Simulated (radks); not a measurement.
Results of a calculation; reference values are marked as such.
Problem. Neutral nitrogen, 7 electrons, occupied as [He] 2s2 2p3 (the NIST ground configuration). Code: a radial shooting solver on a logarithmic mesh with Libxc functionals. Model: non-relativistic Kohn-Sham, exchange-only B88, spin-polarised, spherical densities, point nucleus; open shells are filled with parallel spins first. Some entries of the table are withheld. Estimate them.

orbital,occ.,eigenvalue (eV),<1/r> (bohr^-1),r(max) (bohr)
1s up,1,-383.6257,6.625,0.1485
1s down,1,-381.9331,6.647,0.1482
2s up,1,-19.1957,1.116,(1)
2s down,1,-13.7027,1.055,(2)
2p up,3,-7.7448,0.9604,(3)
2p down,0,-2.7446,0.8290,(4)

Solution. 
(1) 2s up r(max) (bohr): 1.006
(2) 2s down r(max) (bohr): 1.033
(3) 2p up r(max) (bohr): 0.9538
(4) 2p down r(max) (bohr): 1.027
